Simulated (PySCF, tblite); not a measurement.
Species: C₅H₅FN₂S.
Numbering: `[CH3:1][C:2](=[S:3])[c:4]1[n:5][cH:6][nH:7][c:8]1[F:9]` (hydrogens: H10, H11, H12 on C1; H13 on C6; H14 on N7)

Computed with GFN2-xTB (tblite), gas phase: Langevin dynamics at 600 K from the optimised GFN2-xTB geometry, time step 0.5 fs, friction 0.01 fs⁻¹, 2000 steps. Over the second half of the run the saved frames average 531 K.

Frame at 250 fs, instantaneous temperature 660 K:
```
atom  x, y, z in Å
C1      1.950   -0.178   -0.709
C2      1.012   -1.013    0.145
S3      1.669   -2.298    1.141
C4     -0.288   -0.536    0.231
N5     -0.624    0.707   -0.359
C6     -1.892    0.705   -0.438
N7     -2.482   -0.372    0.094
C8     -1.490   -1.248    0.513
F9     -1.592   -2.422    1.011
H10     1.602    0.896   -0.739
H11     1.841   -0.488   -1.747
H12     2.940   -0.203   -0.334
H13    -2.400    1.527   -0.839
H14    -3.444   -0.632    0.122
```

Frame at 425 fs, instantaneous temperature 509 K:
```
atom  x, y, z in Å
C1      2.006   -0.806   -1.249
C2      1.105   -1.306   -0.120
S3      1.473   -2.664    0.572
C4     -0.082   -0.585    0.080
N5     -0.499    0.608   -0.382
C6     -1.716    0.814    0.177
N7     -2.025   -0.045    1.096
C8     -1.006   -0.869    1.106
F9     -1.268   -2.026    1.607
H10     2.975   -0.623   -0.924
H11     1.439    0.082   -1.561
H12     1.851   -1.387   -2.104
H13    -2.407    1.673   -0.078
H14    -2.890   -0.189    1.549
```

Frame at 625 fs, instantaneous temperature 573 K:
```
atom  x, y, z in Å
C1      2.067   -0.437   -1.188
C2      1.329   -1.025   -0.008
S3      1.891   -2.447    0.618
C4      0.092   -0.465    0.397
N5     -0.455    0.635   -0.168
C6     -1.511    1.007    0.497
N7     -1.852    0.025    1.359
C8     -0.864   -0.903    1.365
F9     -0.990   -1.940    2.062
H10     3.056   -0.803   -1.217
H11     2.033    0.705   -1.145
H12     1.493   -0.672   -2.102
H13    -2.026    1.984    0.592
H14    -2.698    0.100    2.011
```

Frame at 800 fs, instantaneous temperature 608 K:
```
atom  x, y, z in Å
C1      1.829   -0.627   -1.138
C2      1.371   -1.164    0.105
S3      2.173   -2.312    0.759
C4      0.188   -0.490    0.605
N5     -0.257    0.655    0.045
C6     -1.311    1.039    0.596
N7     -1.729    0.203    1.584
C8     -0.702   -0.803    1.684
F9     -0.535   -1.726    2.618
H10     1.151   -0.483   -1.989
H11     2.688   -1.230   -1.486
H12     2.411    0.329   -0.916
H13    -1.845    1.892    0.267
H14    -2.560   -0.037    2.272
```

Frame at 1000 fs, instantaneous temperature 503 K:
```
atom  x, y, z in Å
C1      1.917   -0.461   -1.082
C2      1.418   -1.129    0.171
S3      2.298   -2.489    0.765
C4      0.198   -0.540    0.828
N5     -0.645    0.268    0.138
C6     -1.716    0.489    0.802
N7     -1.658   -0.205    2.024
C8     -0.483   -0.874    1.993
F9     -0.351   -1.414    3.258
H10     1.527    0.585   -1.119
H11     1.725   -1.016   -2.026
H12     3.024   -0.522   -1.092
H13    -2.418    1.265    0.452
H14    -2.349   -0.284    2.720
```

**Question.** What do single points at PBE0/pcSseg-1 (PySCF, gas phase) give on these frames?

**Answer.** 
```json
{"t (fs)": "250", "GFN2-xTB E above start (eV)": "0.77", "DFT E above lowest frame (eV)": "0.21", "HOMO (eV)": "-5.85", "LUMO (eV)": "-2.28", "dipole (D)": "6.80"}
{"t (fs)": "425", "GFN2-xTB E above start (eV)": "1.33", "DFT E above lowest frame (eV)": "0.90", "HOMO (eV)": "-5.92", "LUMO (eV)": "-2.08", "dipole (D)": "5.40"}
{"t (fs)": "625", "GFN2-xTB E above start (eV)": "0.66", "DFT E above lowest frame (eV)": "0.00", "HOMO (eV)": "-5.99", "LUMO (eV)": "-2.09", "dipole (D)": "5.82"}
{"t (fs)": "800", "GFN2-xTB E above start (eV)": "1.22", "DFT E above lowest frame (eV)": "0.79", "HOMO (eV)": "-5.99", "LUMO (eV)": "-1.89", "dipole (D)": "5.24"}
{"t (fs)": "1000", "GFN2-xTB E above start (eV)": "0.92", "DFT E above lowest frame (eV)": "0.36", "HOMO (eV)": "-6.19", "LUMO (eV)": "-2.43", "dipole (D)": "5.21"}
```

Both levels order the frames alike by energy; measured from each level's lowest frame they differ by 0.23 eV at most. The HOMO–LUMO gap runs from 3.57 to 4.10 eV. These are instantaneous structures, not minima.

**Question.** And the isotropic GIAO shieldings (ppm) from the same runs?

**Answer.** 
```json
{"atom": "C1", "250 fs": "141.5", "425 fs": "156.7", "625 fs": "143.0", "800 fs": "141.3", "1000 fs": "141.7", "mean": "144.8", "range": "15.4"}
{"atom": "C2", "250 fs": "-84.9", "425 fs": "-46.2", "625 fs": "-62.5", "800 fs": "-33.8", "1000 fs": "-90.7", "mean": "-63.6", "range": "56.9"}
{"atom": "S3", "250 fs": "-564.3", "425 fs": "-411.2", "625 fs": "-407.6", "800 fs": "-307.7", "1000 fs": "-570.7", "mean": "-452.3", "range": "263.0"}
{"atom": "C4", "250 fs": "43.0", "425 fs": "50.8", "625 fs": "56.5", "800 fs": "51.8", "1000 fs": "56.0", "mean": "51.6", "range": "13.5"}
{"atom": "N5", "250 fs": "-32.6", "425 fs": "-40.9", "625 fs": "-38.4", "800 fs": "-11.5", "1000 fs": "-39.0", "mean": "-32.5", "range": "29.4"}
{"atom": "C6", "250 fs": "63.9", "425 fs": "58.5", "625 fs": "62.9", "800 fs": "74.5", "1000 fs": "59.4", "mean": "63.8", "range": "16.0"}
{"atom": "N7", "250 fs": "99.1", "425 fs": "90.1", "625 fs": "77.3", "800 fs": "79.9", "1000 fs": "70.9", "mean": "83.5", "range": "28.2"}
{"atom": "C8", "250 fs": "19.0", "425 fs": "29.1", "625 fs": "25.6", "800 fs": "9.3", "1000 fs": "20.7", "mean": "20.7", "range": "19.8"}
{"atom": "F9", "250 fs": "313.0", "425 fs": "304.1", "625 fs": "311.0", "800 fs": "297.0", "1000 fs": "283.5", "mean": "301.7", "range": "29.5"}
{"atom": "H10", "250 fs": "25.7", "425 fs": "30.7", "625 fs": "29.1", "800 fs": "27.9", "1000 fs": "26.6", "mean": "28.0", "range": "5.0"}
{"atom": "H11", "250 fs": "28.9", "425 fs": "26.4", "625 fs": "26.6", "800 fs": "28.1", "1000 fs": "27.7", "mean": "27.5", "range": "2.5"}
{"atom": "H12", "250 fs": "29.0", "425 fs": "30.6", "625 fs": "28.1", "800 fs": "27.2", "1000 fs": "27.6", "mean": "28.5", "range": "3.4"}
{"atom": "H13", "250 fs": "25.2", "425 fs": "23.9", "625 fs": "24.0", "800 fs": "25.2", "1000 fs": "23.8", "mean": "24.4", "range": "1.4"}
{"atom": "H14", "250 fs": "24.1", "425 fs": "23.3", "625 fs": "22.2", "800 fs": "21.0", "1000 fs": "23.6", "mean": "22.8", "range": "3.1"}
```

What follows is the cost of the whole dynamics run. The run took 14 s of wall time on one thread, Arm Neoverse V1 (aarch64) (shared host), and the process peaked at 0.18 GiB of memory.
